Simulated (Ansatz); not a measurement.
**One elementary step**

Start structure (Si2NH8OF3, closed shell), relaxed at PBE0-D4/def2-TZVP:

```
15
angstrom
Si -0.6392 -0.1808 1.0629
O 0.0293 -0.3695 -0.5654
Si 0.8065 -1.6850 -1.2015
F 0.4286 -1.2302 1.6567
F -1.1332 0.3121 2.5600
H -1.9955 -0.5590 0.6270
H -0.2847 2.0227 -0.0310
N -0.0103 1.6313 0.8794
H -0.3709 0.7650 -1.4816
F -0.5897 1.6570 -1.8067
H 2.2108 -1.7523 -0.7256
H 0.0984 -2.9393 -0.8448
H 0.7988 -1.5073 -2.6756
H 1.0069 1.6330 0.9020
H -0.3556 2.2022 1.6441
```

The step: Si₂H₄OF₂ ([F][SiH]([F])[O][SiH3]) + NH₃ + HF → SiNH₃F₂ ([NH2][SiH]([F])[F]) + SiH₄O ([OH][SiH3]) + HF; bonds formed: O2–H9, H7–F10; dative contacts that become bonds: Si1–N8; bonds broken: Si1–O2, H7–N8, H9–F10. Computed with Ansatz 0.2.0 (basis: def2-TZVPP and def2-QZVPP); correlated methods freeze the cores. Extrapolation: Hartree–Fock as exp(−7.88 √X), correlation as X^−2.97. Energies below are by CCSD(T) at an estimated basis limit (MP2 extrapolated from triple and quadruple zeta, plus CCSD(T) − MP2 in triple zeta).

**Question.** What are the electronic barrier and the energy of the step, from the start structure to the end structure? (To be estimated.)

**Answer.** The calculation gives: Barrier 10.73 kcal/mol; step energy 3.85 kcal/mol (uphill); reverse barrier, their difference, 6.88 kcal/mol. Barrier and step energy count from the start structure, the reverse barrier from the end structure.

The saddle point: One imaginary mode of 442i cm⁻¹.
```
  pair  start (Å)  saddle (Å)  end (Å)
Si1–N8       1.93        1.82     1.73
 O2–H9       1.51        1.04     0.97
H7–F10       1.84        1.19     0.97
Si1–O2       1.77        2.01     2.81
 H7–N8       1.03        1.23     1.63
H9–F10       0.97        1.38     1.86
```

Zero-point energy (harmonic, PBE0-D4): ZPE is 61.60 kcal/mol at the start and 58.83 kcal/mol at the saddle, so the barrier goes from 10.73 to 7.96 kcal/mol.

T1 diagnostic: at most 0.012.

Labels in which every atom is bracketed show which atoms are joined, not bond orders.

For scale, one of the runs: CCSD(T)/def2-TZVPP, 351 basis functions, launched by `ansatz run in.yaml --threads 4 --pin off --events-out ev --progress --plain --max-ram 66560MiB --backend cuda --devices 0, --max-vram 37GiB`. Time: 13 s of wall clock on 4 CPU threads of an AMD EPYC 7R13 and a share of one NVIDIA H100; the host was shared. Peak host memory: 0.84 GiB.
